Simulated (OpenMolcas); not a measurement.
A calculation on O+.

* Program: OpenMolcas 26.06
* Method: XMS-CASPT2, IPEA 0.25 Eh, imaginary shift 0.1 Eh (closed shells correlated: 1s)
* Basis: ANO-RCC-VQZP [5s4p3d2f1g]
* Scalar Hamiltonian: DKH2, point nucleus
* Active space: 5 electrons in 4 orbitals (2s 2p)
* State averaging: 2S+1 = 4 odd, 1 root; 2S+1 = 2 odd, 8 roots; 2S+1 = 4 even, 3 roots; 2S+1 = 2 even, 9 roots
* Spin-orbit coupling: RASSI with atomic mean-field integrals over the reference wave functions, term energies averaged over their components

Q: Which level of the active space comes out lowest?

A: 2s² 2p³ ⁴S°_3/2, with 100 % of that term; it is also the measured ground level.

Q: How high does 2s² 2p³ ²P°_1/2 lie?

A: 40520 cm⁻¹ above the lowest level; measured 40470 cm⁻¹ above the ground level, so the calculation is off by 0 %.

Q: How high does 2s 2p⁴ ²D_3/2 lie?

A: 166830 cm⁻¹ above the lowest level; measured 165996 cm⁻¹ above the ground level, so the calculation is off by +1 %.

Q: How high does 2s 2p⁴ ²P_1/2 lie?

A: 216360 cm⁻¹ above the lowest level; measured 212762 cm⁻¹ above the ground level, so the calculation is off by +2 %.

Measured values: NIST Handbook of Basic Atomic Spectroscopic Data.

Term energies are means over components that CASPT2 splits; among the terms shown or strongly mixed into the levels shown the widest spread is 1700 cm-1 (2s 2p⁴ ²D). Computed and measured levels are paired by configuration, term and J; levels that our copy of the source lacks, or whose pairing is in doubt (as where it misses far off the trend of its configuration), stay unpaired and out of the deviations. Levels of configurations outside the active space are missing.

° marks odd parity.
